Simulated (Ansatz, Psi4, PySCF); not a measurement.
C4H5, doublet (typed; the unrestricted solution is spin-contaminated), at a GFN2-xTB geometry. Base run: PySCF with CCSD(T)/STO-3G.

Input for PySCF:
```python
from pyscf import gto, scf, cc

mol = gto.Mole()
mol.atom = '''
    C    -0.00487805   -0.07714410    0.26394931
    C     0.19855614   -0.71836459   -0.91636831
    C    -0.06383047    0.73604089   -0.99191477
    C    -0.10307189   -0.06938417    1.60220965
    H     0.40079764   -1.59828163   -1.47223199
    H     0.74883323    1.41662743   -1.23105220
    H    -1.02322444    1.09027825   -1.35918325
    H     0.02216024   -0.97349051    2.17299880
    H    -0.30922107    0.83797828    2.14221335
'''
mol.basis = 'sto-3g'
mol.spin = 1
mol.verbose = 3
mol.build()

mf = scf.UHF(mol)
mf.kernel()

mycc = cc.CCSD(mf)
mycc.kernel()
et = mycc.ccsd_t()
print('E(CCSD(T)) = %.10f' % (mycc.e_tot + et))
```

The same geometry, method and basis name were run in Ansatz (a quantum-chemistry and plane-wave program) and Psi4 and PySCF, at each program's defaults and at the settings that a row names. The base is PySCF at its defaults. Differences at the defaults can come from grids, fitting, cores and function types together.

```tsv
code and settings	ΔE vs base (µEh)	basis functions	E (Eh)	SCF cycles
PySCF, defaults (exact integrals, spherical functions, all electrons correlated)	0.0	25	-152.63854	13
Psi4, defaults (exact integrals, spherical functions, all electrons correlated)	0.0	25	-152.63854	16
Ansatz, defaults (factorised integrals, spherical functions, frozen core)	1651	25	-152.63689	-
PySCF, frozen core	1635	25	-152.63691	13
Psi4, exact integrals, spherical functions, frozen core	1635	25	-152.63691	16
Ansatz, high accuracy, frozen core	1635	25	-152.63691	-
```

Open shells are given as the SCF converged; they aren't shown to be the lowest states, and a large step between rows can be another state.
